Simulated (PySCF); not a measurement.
MoO4 (SMILES [O]=[Mo-2](=[O])(=[O])=[O]), charge -2, singlet, at a GFN2-xTB geometry (such geometries of metal compounds can be far from the true shape) (core potentials on Mo) (in this run its highest filled SCF level lies above zero, so its values depend strongly on the basis, on diffuse functions most of all). Base run: DF-B3LYP/def2-SVP (PySCF).

PySCF was given this input:
```python
from pyscf import gto, scf, dft

mol = gto.Mole()
mol.atom = '''
    Mo    0.00000000   -0.00000000    0.00000000
    O     1.39196717   -0.30250817   -0.96057373
    O     0.47788879    0.29669542    1.62338530
    O    -0.83104508    1.37333660   -0.61245111
    O    -1.03881088   -1.36752385   -0.05036046
'''
mol.basis = 'def2-svp'
mol.ecp = {'Mo': 'def2-svp'}
mol.charge = -2
mol.verbose = 4
mol.build()

mf = dft.RKS(mol)
mf.xc = 'b3lyp'
mf = mf.density_fit(auxbasis='def2-universal-jkfit')
mf.kernel()
mf.analyze()
```

The base run was repeated with changes; each row names its change, and settings that it needs were set with it.

```tsv
change	basis functions	E (Eh)	HOMO (eV)	HOMO-LUMO gap (eV)
base	87	-368.97344	3.76	5.23
basis = LANL2DZ	58	-368.50275	3.40	4.38
basis = def2-SV(P)	80	-368.92764	3.82	5.23
basis = def2-SVPD	126	-369.03838	2.61	4.90
basis = def2-TZVP	164	-369.38739	3.18	5.48
basis = def2-TZVPP	180	-369.39444	3.19	5.33
basis = def2-TZVPD	200	-369.40438	2.69	4.39
```

Totals compare only among sets that treat the same electrons; sets with core potentials leave the core out.
